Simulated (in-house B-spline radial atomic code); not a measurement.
Checks on a self-consistent run for Pm6+, [Kr] 4d10 4f3 5s2 5p3 6g1. Computed with an all-electron radial atomic-structure program (B-spline basis): Dirac-Hartree-Fock, average of configuration, Fermi nucleus of rms radius 4.962 fm.

```csv
orbital,q,ε (Eh),<1/r>,<r²>,small-component weight
1s1/2,2,-1673.84338,67.4194,0.000731497,0.051312
2s1/2,2,-279.38272,16.01,0.0114809,0.011267
2p1/2,2,-264.08064,15.9485,0.00841095,0.011265
2p3/2,4,-243.43311,14.2868,0.00965152,0.010524
3s1/2,2,-65.61934,5.82879,0.0768452,0.0035357
3p1/2,2,-59.03835,5.73037,0.0722009,0.003463
3p3/2,4,-54.79644,5.31667,0.0793124,0.003263
3d3/2,4,-43.51784,5.17404,0.0641341,0.0031236
3d5/2,6,-42.61158,5.06964,0.0661376,0.0030645
4s1/2,2,-16.72921,2.41293,0.391849,0.0010907
4p1/2,2,-14.12996,2.30453,0.4165,0.0010176
4p3/2,4,-13.18414,2.17552,0.452631,0.00095712
4d3/2,4,-8.84685,1.96421,0.520855,0.00080698
4d5/2,6,-8.67479,1.93043,0.535339,0.00078864
4f5/2,1.2857,-3.92478,1.52472,0.794177,0.00051453
4f7/2,1.7143,-3.90491,1.51412,0.804143,0.00050893
5s1/2,2,-4.86664,0.999595,1.96565,0.00027323
5p1/2,1,-4.09324,0.924265,2.27383,0.00024189
5p3/2,2,-3.91799,0.883433,2.44396,0.00022763
6g7/2,0.44444,-0.69192,0.204737,42.1117,2.0169e-05
6g9/2,0.55556,-0.69200,0.204784,42.0979,2.018e-05
```

Electron-electron repulsion V_ee = 3468.3383 hartree.

**Question.** What total energy follows from the eigenvalues?

**Answer.** The eigenvalues count the repulsion twice, so E = Σqε - V_ee = -6542.574 - 3468.338 = -10010.912 hartree; the run printed -10010.912.

**Question.** Does the Dirac virial theorem hold?

**Answer.** For a point nucleus E = -2c²Σq·w, with w the small-component weight. Here Σq·w = 0.26652 and c = 137.0360, so the ratio E/(-2c²Σq·w) is 1.000105; the finite nucleus accounts for the departure from 1.

**Question.** What diamagnetic shielding (Lamb formula) and susceptibility (Langevin formula) do the radii give?

**Answer.** σ = (α²/3)Σq<1/r> = 398.429/(3·137.036²) = 7072.3 ppm, and χ = -0.79199×10⁻⁶·Σq<r²> = -52.01×10⁻⁶ cm³/mol with Σq<r²> = 65.668 bohr². Both are non-relativistic formulas without the paramagnetism of open shells; for so heavy an element the full relativistic shielding is larger by tens of per cent.
